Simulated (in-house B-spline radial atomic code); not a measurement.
RPA and G0W0 on LC-wPBE: Mg+

Configuration [Ne] 3s1, highest spin, mean-field start LC-wPBE. Computed with a B-spline radial code for spherical atoms: all electrons, scalar-relativistic (spin-free one-electron X2C), finite nucleus, each spin shell either full or empty, empty states to l = 9 with an (l + 1/2)⁻⁴ tail; G0W0 by contour deformation at full frequency.

RPA overbinds a lone outer s electron by self-correlation, and G0W0 tends to as well.

Command:
```bash
python run_gw.py task.json out
```
Settings (radii: box in bohr, nucleus in fm):
```
Z                        12
electrons                11
configuration            [Ne] 3s1
hamiltonian              x2c
method                   lc_wpbe
lmax                     9
rms_radius               3.057
spin_polarised           True
box_radius               23.78
intervals                72
ion_configuration        [He] 2s2 2p6
```

Time taken, with all properties: 4.7 s on 1 thread of Arm Neoverse N1 (shared host).

Energies (hartree):

| term | value |
| --- | --- |
| mean-field total | -200.03134 |
| Hartree-Fock functional on these orbitals | -199.67011 |
| direct second order | -0.69423 |
| second-order exchange | 0.25219 |
| SOSEX correction | 0.22992 |

Problem. What is the RPA correlation energy, and what remains with SOSEX?

Solution. RPA gives -0.60968 hartree (-1.51 eV per electron); RPA + SOSEX gives -0.37975, and the second-order doubles -0.44204 hartree (no singles). SOSEX takes back 38 % of the RPA value.

Quasi-particle levels (eV):

| level | occupied | mean field | Σx - vxc | Σc | QP weight | G0W0 |
| --- | --- | --- | --- | --- | --- | --- |
| 3s up | yes | -15.038 | 0.23 | ? | ? | ? |
| 2p down | yes | -61.37 | -9.61 | 3.07 | 0.863 | -67.91 |
| 3s down | no | -7.411 | 1.13 | -1.13 | 0.958 | -7.408 |

G0W0 = mean field + (Σx - vxc) + Σc, with Σc (partial-wave tail included) taken at the quasi-particle energy. Only the outer levels were computed. Levels of low weight are left out.

Problem. Where does G0W0 put 3s up?

Solution. At -15.550 eV, with Σc = -0.74 eV and a quasi-particle weight of 0.969. The tabulated removal energy is 15.035 eV (NIST, measured); the calculation leaves out spin-orbit coupling, Breit and QED terms, and what these don't explain is the method's own error.

Problem. What does it cost to remove one electron (to [He] 2s2 2p6) by differences of total energies, each species on its own start (correlation terms add to the Hartree-Fock functional)?

Solution. LC-wPBE 15.180 eV, Hartree-Fock functional 14.718 eV, + RPA 15.354 eV, + RPA + SOSEX 14.979 eV, + second order 15.058 eV. Tabulated: 15.035 eV (NIST, measured); the calculation leaves out spin-orbit coupling, Breit and QED terms, and what these don't explain is the method's own error.
